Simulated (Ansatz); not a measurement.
Geometry optimisation, RKS r2SCAN-D4/def2-SVP (Ansatz 0.2.0).

Input file:

```yaml
crystal:
  periodic: [false, false, false]
  atoms:
    - { symbol: F, position_ang: [-2.15381, -0.81564, -0.77551] }
    - { symbol: In, position_ang: [-0.159, -0.0497, -0.5956] }
    - { symbol: Br, position_ang: [0.90695, -2.24731, -1.58481] }
    - { symbol: H, position_ang: [-0.0351, 1.4243, -1.218] }
basis:
  gaussian: { orbitals: def2-SVP }
hamiltonian:
  xc: r2scan
  dispersion: d4
relax:
  f_tol: 0.015
  max_steps: 40
```

Run as:

```bash
$ ansatz run input.yaml --threads 1 --pin off --max-ram 2048MiB --backend cpu --events-out ev --progress --plain --runs-dir out
```

Task: Where does it end, and by what steps?

Result: The forces met the threshold. After 5 steps the energy has fallen by 1.049 eV; In2 moved furthest, 0.51 Å.

```tsv
step	energy less start (eV)	largest force component (eV/Å)	accepted
0	0.0000	3.838	yes
1	-0.7650	1.151	yes
2	-0.9950	0.443	yes
3	-1.0486	0.076	yes
4	-1.0489	0.052	yes
5	-1.0494	0.013	yes
```

```xyz
4
Properties=species:S:1:pos:R:3
F -2.200 -0.747 -0.608
In -0.370 -0.199 -1.030
Br 1.042 -2.179 -1.477
H 0.087 1.437 -1.058
```

Whether the end is a true minimum wasn't checked by a vibrational analysis.

Time of the run: 30 s on 1 thread of Arm Neoverse V1, on a shared host, peak memory 0.14 GiB.
